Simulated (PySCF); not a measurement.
Below is a simulated gas-phase Cl 2p photoelectron spectrum of `[Cl][Ga-]([Cl])([Cl])[Cl]`.

Every computed line was given a Gaussian of 0.4 eV full width at half maximum and an area set by the number of equivalent atoms (split 2:1 within a doublet); the highest printed point is 100. Level of theory: delta-SCF UKS SCAN, pcX-2 on the ionised atom, pcseg-1 elsewhere, spin-free X2C in PySCF 2.14.0.

(binding energy (eV), intensity): (200.6, 1), (200.7, 4), (200.8, 16), (200.9, 42), (201.0, 77), (201.1, 100), (201.2, 92), (201.3, 60), (201.4, 28), (201.5, 9), (201.6, 2), (201.7, 0), (201.8, 0), (201.9, 0), (202.0, 0), (202.1, 0), (202.2, 0), (202.3, 1), (202.4, 4), (202.5, 13), (202.6, 29), (202.7, 45), (202.8, 50), (202.9, 39), (203.0, 22), (203.1, 9), (203.2, 2), (203.3, 0)

Task: How many maxima does the curve show, and how many computed lines lie under it?

Result: The curve has 2 maxima (at 201.1 and 202.8 eV). Under it lie 2 lines from 1 inequivalent chlorine site, drawn as a 2p3/2, 2p1/2 pair.

Task: Decompose the envelope and assign each component. Numbering: `[Cl:1][Ga-:2]([Cl:3])([Cl:4])[Cl:5]`.

Result: 
| position (eV) | relative area | line | atoms | environment |
| --- | --- | --- | --- | --- |
| 201.13 | 2.67 | Cl 2p3/2 | Cl1/Cl3/Cl4/Cl5 | chlorine bonded to Ga |
| 202.78 | 1.33 | Cl 2p1/2 | Cl1/Cl3/Cl4/Cl5 | chlorine bonded to Ga |

The curve has no shake-up lines and no vibrational structure. Atoms equivalent by their bonding share one computed value, that of the first of them. The 2p values add to the ΔSCF energy of one spin-free hole a correction within the shell (spin–orbit coupling, ligand field). 2p1/2 minus 2p3/2 (ligand field included): Cl 1.65 eV. The species carries charge -1, so core ionisation leaves a neutral species. The basis sets have no added diffuse functions. Geometry: PBE0-D3(BJ)/def2-SVP; no solvent, vibrations or thermal averaging.
